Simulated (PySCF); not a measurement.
## Radial density of W⁺ (tungsten, charge +1)

r2SCAN, [Xe] 4f14 5d3 6s1 6p1, one real determinant (an excited configuration). Calculation: PySCF 2.14, in ANO-RCC-VTZP (8s7p5d3f2g1h, 104 functions); scalar relativity by spin-free X2C-1e.

| r (bohr) | 4πr²ρ (e/bohr) | 4πr²(ρα − ρβ) |
| --- | --- | --- |
| 0.0194 | 91.68 | 0.0004 |
| 0.0326 | 100.3 | 0.0082 |
| 0.0549 | 136.1 | 0.0482 |
| 0.0923 | 106.0 | 0.1384 |
| 0.155 | 124.4 | 0.1007 |
| 0.261 | 68.10 | 0.0273 |
| 0.439 | 75.71 | 0.2565 |
| 0.738 | 29.33 | 0.2056 |
| 1.24 | 11.97 | 1.8479 |
| 2.09 | 2.785 | 1.8332 |
| 3.51 | 0.7813 | 0.7746 |
| 5.91 | 0.07032 | 0.0703 |
| 9.94 | 0.0006585 | 0.0006 |

Densities and radii are taken from the X2C orbitals without a picture-change correction, which distorts them close to the nucleus.

⟨L²⟩ = 13.37 against 20 for a pure G term, so this real determinant mixes terms. Spin-orbit coupling, absent here, splits the open shell strongly.
